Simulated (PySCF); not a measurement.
# Unknown compound

An unknown has the formula CH5Cl3O3Si3. Its calculated NMR data are:

$^{1}$H NMR (400 MHz, computed): δ 5.28 (m, 2H), 5.21 (m, 2H), 4.68 (s, 1H).

$^{13}$C{$^{1}$H} NMR (computed): δ 110.6 (C).

PySCF 2.14 calculation with geometry: PBE0-D3(BJ)/def2-SVP and σ from GIAO-PBE0/pcSseg-1; no relativistic terms, in vacuum, single conformer, equivalent nuclei averaged.

Scale: $^{1}$H (σref 31.27), $^{13}$C (σref 184.41) against TMS (reference shieldings calculated alike).

What is the structure?

Answers


Rings plus π bonds: 1 (1 ring in the answer). Carbon types of the structure: 1 × C, leaving 5 H on heteroatoms. δC 110.6: fully substituted sp3 carbon bonded to 3 Cl and Si; 3 electronegative neighbours deshield it. δH 5.28, 5.21: hydrogen on a silicon bonded to 2 O, in a 6-membered ring. δH 4.68: hydrogen on a silicon bonded to C, 2 O, in a 6-membered ring.

These data were computed for SMILES ClC(Cl)(Cl)[SiH]1O[SiH2]O[SiH2]O1.

The shifts were computed for this structure.

Carbons that carry Cl, above all several Cl atoms, come out too deshielded, partly because spin–orbit coupling is missing. Shifts are as computed. Against solution values, carbons near 30 ppm lie about +2 ppm off and those near 130 ppm about +5 ppm; carbons on Cl a further +5 ppm. Of 1309 compounds with measured shifts, 239 miss one by over three times the rms of a fit or turn the order of signals round; such compounds aren't used in these exercises. Multiplicities follow the n + 1 count of equivalent neighbours, as no J values were calculated; m marks all less simple cases, F and P coupling included.
